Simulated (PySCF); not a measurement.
ClH2Si, SMILES [SiH2]Cl (connectivity only; charge and spin as stated), charge +1, multiplicity 1.

Coordinates come from a PBE-D3(BJ)/def2-TZVP optimisation. The spin state was assumed, not searched. The isomer is the one that the SMILES or the coordinates give; other isomers of the formula were not compared.

All values below come from HF/def2-TZVPD in PySCF.

Symmetry labels are those of the subgroup C2v that the program uses (full group C2v).

Q: List the valence orbital energies around the gap with their symmetry. (An estimate is asked for; the answer gives what the named calculation found.)

A: 
| orbital | symmetry | energy (eV) |
|---|---|---|
| HOMO−7 | A1 | -124.65 |
| HOMO−6 | B2 | -124.62 |
| HOMO−5 | A1 | -37.06 |
| HOMO−4 | A1 | -26.19 |
| HOMO−3 | B2 | -21.65 |
| HOMO−2 | A1 | -21.53 |
| HOMO−1 | B1 | -19.84 |
| HOMO | B2 | -19.16 |
| LUMO | B1 | -6.07 |
| LUMO+1 | A1 | -3.26 |
| LUMO+2 | A1 | -2.66 |
| LUMO+3 | A1 | -2.42 |
